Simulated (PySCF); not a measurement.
**Zn: excitation energy**

Zn [Ar] 3d10 4s2 (1S) → Zn [Ar] 3d9 4s2 5s1 (3D), as a difference of total energies. Calculation: PySCF 2.14, in aug-cc-pVQZ-PP with ECP10MDF (7s7p6d4f3g2h, 135 functions); a scalar-relativistic core potential. Correlated levels: valence: 3s2 3p6 frozen. The calculations carry no spin-orbit coupling.

```
           method  excitation energy (eV)
              UHF                  11.866
              LDA                  15.070
              PBE                  14.413
             PBE0                  14.007
           r2SCAN                  14.100
        BHandHLYP                  13.538
            TPSSh                  14.205
    MP2 (valence)                  14.905
SCS-MP2 (valence)                  14.541
```

Problem. How much does correlation contribute at MP2 (valence)?

Solution. 14.905 − (11.866) = 3.039 eV, measured against UHF.

The upper state lies above the first ionisation limit, where it may autoionise and the basis confines it. A Rydberg-like electron needs more diffuse functions than a valence basis has.

The promoted electron is Rydberg-like, and one or two diffuse shells describe it only roughly, which tends to raise the upper state.
